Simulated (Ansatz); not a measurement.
`FB[SiH2]Cl`. Total charge 0; spin multiplicity 1.

```xyz
7

F     0.633   -1.617   -1.304
B     0.376   -0.339   -1.123
Si   -0.252    0.355    0.682
Cl   -0.414   -1.158    2.069
H     0.530    0.386   -2.071
H     0.708    1.365    1.202
H    -1.581    1.008    0.545
```

Problem. List the harmonic frequencies (cm⁻¹, unscaled) at PBE0-D4/def2-TZVP in Ansatz. (Estimate.)

Solution. The calculation gave: 75, 93, 363, 385, 511, 599, 680, 827, 842, 926, 1104, 1337, 2218, 2223, 2575.

Problem. Is this a minimum?

Solution. Yes, all 15 modes are real.

Problem. Give the ideal-gas thermochemistry at 298.15 K and 1 bar (rigid rotor, harmonic oscillator; point group Cs, symmetry number 1).

Solution. Zero-point energy 88.3 kJ/mol; H(298) − E = 105.9 kJ/mol; entropy 326.3 J/(mol·K), of which translation 165.8, rotation 111.4, vibration 49.0; G(298) − E = 8.6 kJ/mol. Modes under 100 cm⁻¹ are hindered rotations or soft bends, so the harmonic entropy is rough.

Problem. Rotational constants (cm⁻¹)?

Solution. 0.2466, 0.08265, 0.06327.
